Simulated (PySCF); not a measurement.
Can point charges reproduce the dipole moment of `C=C[P@@]1(=N[SiH3])C[C@H]1C`?

Coordinates (GFN2-xTB, Å) and charges (e) from the PBE0/pcSseg-1 density (PySCF):

```tsv
atom	x	y	z	Mulliken	IAO	Hirshfeld	ESP-fitted
C1	0.329	-1.641	-1.895	-0.0970	-0.2651	-0.0654	-0.2782
C2	-0.404	-0.713	-1.300	-0.4291	-0.4020	-0.0879	-0.2739
P3	0.207	0.064	0.213	+0.8555	+1.2838	+0.3774	+0.5884
N4	1.590	-0.275	0.855	-0.8038	-1.0354	-0.3906	-0.7432
Si5	3.187	0.088	0.320	+0.6201	+0.7423	+0.3034	+0.6764
C6	-0.710	1.626	0.456	-0.3583	-0.5274	-0.1276	-0.5016
C7	-1.172	0.433	1.340	-0.4659	-0.3293	-0.0654	+0.0873
C8	-2.593	-0.052	1.196	-0.1782	-0.4134	-0.1151	-0.4952
H9	0.017	-2.140	-2.799	+0.1297	+0.1638	+0.0605	+0.1628
H10	1.280	-1.927	-1.476	+0.1476	+0.1677	+0.0529	+0.1981
H11	-1.360	-0.384	-1.681	+0.1374	+0.1624	+0.0549	+0.1889
H12	3.403	1.524	0.096	-0.1318	-0.1638	-0.0972	-0.1652
H13	3.543	-0.594	-0.935	-0.1405	-0.1698	-0.0983	-0.1775
H14	4.015	-0.401	1.419	-0.1179	-0.1401	-0.0881	-0.1436
H15	-0.203	2.434	0.968	+0.1666	+0.1701	+0.0538	+0.1891
H16	-1.420	1.966	-0.287	+0.1451	+0.1553	+0.0473	+0.1658
H17	-0.845	0.514	2.374	+0.1671	+0.1670	+0.0551	+0.0997
H18	-2.891	-0.098	0.152	+0.0996	+0.1345	+0.0392	+0.1391
H19	-3.271	0.628	1.713	+0.1226	+0.1466	+0.0450	+0.1520
H20	-2.708	-1.043	1.630	+0.1313	+0.1529	+0.0467	+0.1307
```

Task: What dipole does each set of charges give (1 e·Å = 4.803 D), and what does the density give?

Result: The full density gives (-3.53, 0.41, -1.73) D, 3.95 D in size; dipole vectors point from the negative to the positive end.

```csv
scheme,μx,μy,μz,size (D),share of the full size (%),angle to the full dipole (°)
Mulliken,-2.70,0.20,-2.26,3.52,89,14
IAO,-2.45,0.34,-2.51,3.52,89,19
Hirshfeld,-3.10,0.09,-1.23,3.34,85,6
ESP-fitted,-3.49,0.45,-1.76,3.93,100,1
```

Task: Which set comes closest?

Result: Length of the difference vector: ESP-fitted 0.06 D, Hirshfeld 0.73 D, Mulliken 1.01 D, IAO 1.33 D. Closest: ESP-fitted. ESP charges are fitted to the potential around the molecule, whose slowest-falling term is the dipole's. 

Task: What is left for the Hirshfeld atoms' own dipoles?

Result: The Hirshfeld atoms' densities add up to the full density, so μ = Σ q r + Σ (atomic dipoles). The atomic dipoles sum to (-3.53, 0.41, -1.73) − (-3.10, 0.09, -1.23) = (-0.43, 0.32, -0.50) D, 0.73 D in size.

Task: With the origin at the mean of the coordinates, (0.000, 0.001, 0.118) Å, which are the largest single terms, by size, of the ESP-fitted dipole along the direction of the full one?

Result: Si5 -9.51, N4 +6.32, C8 -4.37, H14 +2.89, H13 +2.36 D; all 20 atoms together +3.93 D. The single terms depend on the origin, their sum doesn't.

Task: Give the size of the full dipole in other units.

Result: 3.95 D = 1.555 au = 0.823 e·Å = 13.18 × 10⁻³⁰ C·m.

One conformer (not necessarily the lowest) at the GFN2-xTB geometry, without solvent, vibrations or thermal averaging.

Shape of the structure used: `[CH2:1]=[CH:2][P@@:3]1(=[N:4][SiH3:5])[CH2:6][C@H:7]1[CH3:8]`: C1–C2–P3–N4 2°.
